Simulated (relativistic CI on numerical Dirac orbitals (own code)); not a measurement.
A reference radial Dirac CI calculation of Al⁺ gave the lowest total energy -242.08754 Ha in 52 SCF steps, from this input:

```
atom Al  Z=13  charge=1  electrons=12
nucleus A=27  rms_radius_fm=3.0610
hamiltonian dirac-coulomb  breit=on  qed=on  c_scale=1
orbitals kli  potential=per-configuration
slater_scale 1
correlation none
mixing on
grid step=0.0125 r_max=51.4
scf mixing=0.4 start=green max_iterations=150 tolerance=2e-08 node_fill=0.05
configurations
  [Ne] 3s2
  [Ne] 3s 3p
  [Ne] 3p2
  [Ne] 3s 3d
  [Ne] 3d2
end
```

One setting was then changed (and the iteration limit cut to 97), and the output read:

```
error: configuration [Ne] 3s2 has 12 electrons, the ion has 13
end: refused
```

**Question.** Which setting was changed?
A. charge
B. nuclear radius
C. SCF mixing
D. SCF tolerance

**Answer.** A. The charge 0. This setting is bad on purpose; its numbers may not be properties of the ion.
